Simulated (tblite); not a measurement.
Species: C8H11 (doublet state).
Geometry (GFN2-xTB, Å), atoms numbered from 1 in this order:
```xyz
19
C8H11 angstrom
C      2.524    0.004   -0.899
C      1.429    0.838   -0.346
C      0.189    0.318    0.150
C     -0.848    1.247    0.668
C     -2.077    0.833    0.394
C     -2.095   -0.439   -0.406
C     -0.635   -0.821   -0.506
C      0.077   -1.078    0.774
H      2.185   -1.004   -1.125
H      3.362   -0.072   -0.196
H      2.922    0.451   -1.812
H      1.584    1.903   -0.298
H     -0.584    2.144    1.200
H     -2.991    1.320    0.689
H     -2.689   -1.213    0.089
H     -2.532   -0.268   -1.394
H     -0.285   -1.295   -1.410
H     -0.506   -1.162    1.679
H      0.961   -1.697    0.755
```

Calculated harmonic vibrations of the isolated species, GFN2-xTB (tblite), most abundant isotopes, no scaling. Errors from tens to a few hundred cm⁻¹ against measured bands are possible. One conformer, not necessarily the lowest. Open shells enter through the occupations alone, without spin polarisation, and single modes of such species can be off by tens of per cent.

Harmonic wavenumbers (cm⁻¹): 41.3, 110.8, 199.3, 221.5, 278.9, 406.7, 434.0, 440.3, 486.4, 602.7, 704.3, 756.5, 767.2, 812.9, 862.0, 872.7, 915.9, 940.1, 987.6, 994.2, 1000.8, 1004.5, 1036.0, 1069.8, 1095.2, 1127.0, 1131.7, 1151.5, 1199.7, 1247.3, 1279.7, 1296.0, 1345.1, 1401.9, 1413.5, 1442.3, 1462.9, 1477.3, 1495.8, 1676.4, 2892.1, 2934.5, 2961.5, 2971.1, 3029.9, 3072.0, 3078.7, 3099.9, 3104.7, 3106.8, 3126.2.

A = 4378, B = 1624, C = 1411 MHz; mass 107.086 u (most abundant isotopes); point group C1, symmetry number 1; spin multiplicity 2.

Task: What is the zero-point energy?

Result: Half the sum of the wavenumbers: 35284 cm⁻¹ = 100.88 kcal/mol.

Task: Give the ideal-gas entropy at 500 K and 1 bar in the rigid-rotor, harmonic-oscillator model (classical rotation).

Result: Translation 42.52, rotation 29.40, vibration 38.50, spin (R ln 2) 1.38: S = 111.8 cal/(mol K).

Task: And Cp and H(500 K) − H(0)?

Result: Cp = 53.48 cal/(mol K), of which vibrations give 45.53 (their classical limit is 51 R = 101.3); H(500 K) − H(0) = 14.57 kcal/mol without the zero-point energy, 10.60 from vibrations.

Task: Blend soft modes into free rotors: weight 1/[1 + (100 cm⁻¹/ν̃)⁴] for the oscillator and the rest for a rotor with moment μB/(μ + B), μ = h/(8π²ν), B = 10⁻⁴⁴ kg m². What vibrational entropy results?

Result: 36.14 cal/(mol K) in place of 38.50, which changes −T·S at 500 K by +1.18 kcal/mol.

Task: What must be added to the electronic energy to get the Gibbs energy at 500 K and 1 bar?

Result: ZPE + [H(500 K) − H(0)] − T·S = 100.88 + 14.57 − 55.90 = 59.55 kcal/mol.

Task: How do the functions run with temperature in this model?

Result: 
```tsv
T (K)	S (cal/(mol K))	Cp (cal/(mol K))	H − H(0) (kcal/mol)	G − H(0) (kcal/mol)	ln q(vib)
150	72.6	18.6	1.94	-8.95	1.97
250	84.2	28.0	4.24	-16.80	3.71
298.15	89.6	33.3	5.72	-20.98	4.60
400	100.9	44.2	9.67	-30.68	6.61
600	122.2	61.1	20.31	-53.03	10.86
900	150.3	76.9	41.21	-94.03	17.34
```

q(vib) and H(0) count from the zero-point level.

Hindered rotation and anharmonicity are outside this model. Other conformers, if any are populated, would add a mixing term that is left out. The structure is chiral; the term R ln 2 for an equal mix with its mirror image is left out.

The run took 0.5 s on one thread of an Arm Neoverse V2, shared host with 96 logical CPUs at a one-minute load of 36. The figure is for the frequency step alone.
